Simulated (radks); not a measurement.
Problem. Mo18+, 24 electrons, occupied as [Ar] 3d6. All-electron calculation, scalar-relativistic Kohn-Sham, LDA (Slater exchange, VWN5 correlation), spin-polarised, spherical densities, finite nucleus; open shells are filled with parallel spins first (spin-orbit coupling, left out, can overturn this in heavy ions); Fermi nuclear charge, rms radius 4.4091 fm. Program: a radial shooting solver on a logarithmic mesh with Libxc functionals. Some entries of the table are withheld. Estimate them.

orbital,occ.,eigenvalue (Ry),<r> (bohr)
1s up,1,-1497.471,0.03521
1s down,1,-1497.457,0.03520
2s up,1,-247.8518,0.1535
2s down,1,-247.2472,0.1533
2p up,3,-226.3061,0.1337
2p down,3,-225.8389,0.1335
3s up,1,-72.59433,(1)
3s down,1,-71.87098,(2)
3p up,3,(3),0.4042
3p down,3,(4),0.4059
3d up,5,-54.56811,0.3730
3d down,1,-53.72536,0.3754

Solution. 
(1) 3s up <r> (bohr): 0.4088
(2) 3s down <r> (bohr): 0.4102
(3) 3p up eigenvalue (Ry): -65.52932
(4) 3p down eigenvalue (Ry): -64.79649
